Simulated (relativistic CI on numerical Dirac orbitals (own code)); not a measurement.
## Ti²⁺ in a cubic cluster: 2p photoemission with charge transfer

Computed with a charge-transfer multiplet model of a cubic metal-ligand cluster with up to one ligand hole, Slater and spin-orbit integrals from Dirac-Coulomb-Breit ions, Slater integrals scaled by 0.8. The ground state mixes d2 with configurations of k ligand holes L, whose averages lie at kΔ + k(k − 1)U_dd/2; a core hole lowers each added d electron by U_cd. 300 K, Lorentzian 0.6 eV and Gaussian 0.8 eV FWHM.

Atomic integrals in eV (Slater integrals scaled, ζ unscaled), ground: F2dd 6.578, F4dd 4.090, zeta_d 0.013; with the core hole: F2dd 8.213, F4dd 5.154, zeta_d 0.027, zeta_core 3.743, F2cd 4.498, G1cd 3.275, G3cd 1.857.

Cluster parameters (eV): Δ = 4.5, U_dd = 5.5, U_cd = 6.8, 10Dq(ligand) = 1.2, V(eg) = 1.55, V(t2g) = -0.78, final-state hopping factor = 1.

```json
{"Case": "10Dq = -0.1 eV", "n_d": "2.26", "d2": "0.74", "d3L": "0.26", "S": "1.00"}
{"Case": "10Dq = 0.2 eV", "n_d": "2.25", "d2": "0.75", "d3L": "0.25", "S": "1.00"}
{"Case": "10Dq = 0.8 eV", "n_d": "2.24", "d2": "0.76", "d3L": "0.24", "S": "1.00"}
{"Case": "10Dq = 1.1 eV", "n_d": "2.24", "d2": "0.76", "d3L": "0.24", "S": "1.00"}
{"Case": "10Dq = 1.4 eV", "n_d": "2.23", "d2": "0.77", "d3L": "0.23", "S": "1.00"}
```

Weights, n_d and S are thermal averages at 300 K. Binding energies count from the first peak over 30 % of the highest in each spectrum, which can be another peak from case to case. The parameters are a model scan and need not match a compound or its usual spin state. A negative ionic 10Dq is a model choice; hopping adds the covalent part of the field. Peaks in eV (height, largest 100):
- 10Dq = -0.1 eV: 0.0 (100), 2.7 (28), 6.3 (52), 7.8 (42), 14.1 (12)
- 10Dq = 0.2 eV: 0.0 (100), 2.8 (27), 6.3 (54), 7.6 (41), 13.9 (12)
- 10Dq = 0.8 eV: 0.0 (100), 3.0 (25), 6.3 (56), 13.9 (13)
- 10Dq = 1.1 eV: 0.0 (100), 3.0 (24), 6.4 (56), 13.8 (13)
- 10Dq = 1.4 eV: 0.0 (100), 2.9 (23), 6.5 (56), 13.9 (13)

For the case 10Dq = 0.8 eV, Δ = 4.5 eV is smaller than U_dd = 5.5 eV, the charge-transfer side of the Zaanen-Sawatzky-Allen scheme. With the core hole the average of the configuration with one ligand hole lies at Δ − U_cd = -2.3 eV before mixing: the effective hopping of about 3.4 eV (from the holes of the mixed ground state) is comparable with this gap or larger, so the configurations mix strongly.

With at most 1 ligand hole the space is cut while the next configuration still counts, so covalency is underestimated, and a final configuration with one more ligand hole, which can lie low, is missing from the spectra.
